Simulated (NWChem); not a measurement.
**Basis-set convergence for H2BBr**

```xyz
4

B      0.0000     0.0000     1.5589
H     -1.0586     0.0000     2.1226
H      1.0586     0.0000     2.1226
Br     0.0000     0.0000    -0.3440
```
Charge 0, spin multiplicity 1.

The numbers come from NWChem runs, not from measurements. The geometry was optimised at B3LYP/def2-SVP, a minimum by its harmonic frequencies.

Quantity: vertical ionisation energy at the level ΔMP2 (Δ: difference of total energies, the cation a doublet at the parent's geometry with its hole in an orbital of symmetry b1 (C2v labels); it is the state that the SCF runs reached, from PBE0 orbitals for Hartree-Fock references, and need not be the lowest).

The Hamiltonian is non-relativistic. The correlated methods keep 10 core orbitals frozen. The Pople sets run with spherical d functions. The structure started from a generated list of species. No SCF solution was tested for a lower state. Open-shell Hartree-Fock references start from PBE0 orbitals; any time given for them includes that run.

The cost column gives rough processor time relative to 6-31G*; each entry includes its own SCF.

```tsv
basis	functions	vertical ionisation energy (eV)	relative cost
6-31G*	50	10.74	1
pcseg-1	51	10.93	under 3
cc-pVDZ	51	10.81	6
def2-SVP	56	10.85	under 3
aug-cc-pVDZ	77	10.92	6
def2-SVPD	77	10.94	under 3
aug-pcseg-1	77	10.93	under 3
def2-TZVP	91	11.01	under 3
aug-cc-pVTZ	151	11.06	20
def2-QZVP	192	11.14	20
```

Smallest basis within 0.1 eV of def2-QZVP, the largest set run: aug-cc-pVTZ, with 151 functions against 192. def2-QZVP isn't the basis-set limit itself, and a small set can land close by cancellation.
